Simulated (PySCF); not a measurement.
## Electric field gradients and quadrupole coupling constants

C₄H₄F₂O₂.
Z-matrix (Å and degrees, GFN2-xTB geometry), rows numbered from 1:
```
O 
C   1  1.1910
C   2  1.5113  1  128.75
C   3  1.5300  2  103.53  1   178.47
F   4  1.3725  3  109.41  2  -101.76
O   4  1.3925  3  107.32  2    17.73
C   6  1.3809  4  110.10  3   -29.12
F   7  1.3741  2  108.05  1   -75.73
H   3  1.0896  2  110.27  1   -61.26
H   3  1.0907  2  110.48  1    58.91
H   4  1.0955  3  115.70  2   138.51
H   7  1.0952  2  114.81  1    43.35
```

Field gradients from the B3LYP/pcJ-1 density (PySCF, non-relativistic), principal values in atomic units, ordered |Vxx| ≤ |Vyy| ≤ |Vzz|:

```json
{"atom": "O1", "Vxx": "0.4041", "Vyy": "1.5643", "Vzz": "-1.9685"}
{"atom": "O6", "Vxx": "-0.2248", "Vyy": "-1.5468", "Vzz": "1.7715"}
```

Problem. Find the asymmetry η = (Vxx − Vyy)/Vzz and the couplings χ = eQV/h (234.96 MHz × Q in barn × V in au), with Q(17O) = −0.0256 b.

Solution. 
```csv
atom,environment,nucleus,η,χzz (MHz),χxx (MHz),χyy (MHz)
O1,ketone oxygen,17O,0.59,11.84,-2.43,-9.41
O6,cyclic ether oxygen,17O,0.75,-10.66,1.35,9.30
```

The tensor is traceless: Vxx + Vyy + Vzz = 0.

Problem. What is Vzz at O6 in SI units (1 au = 9.71736 × 10²¹ V/m²)?

Solution. 1.7715 au = 17.215 × 10²¹ V/m².

Were the hydrogens deuterons (Q(2H) = 0.00286 b), χzz would run from 181 kHz (H11 and H12) to 199 kHz (H9).

Isolated species at its GFN2-xTB geometry (one conformer only). GFN2-xTB bond lengths can be off by several hundredths of an ångström, more for odd bonds, and the gradients follow them. With a basis this small, the couplings can be 20 % off.
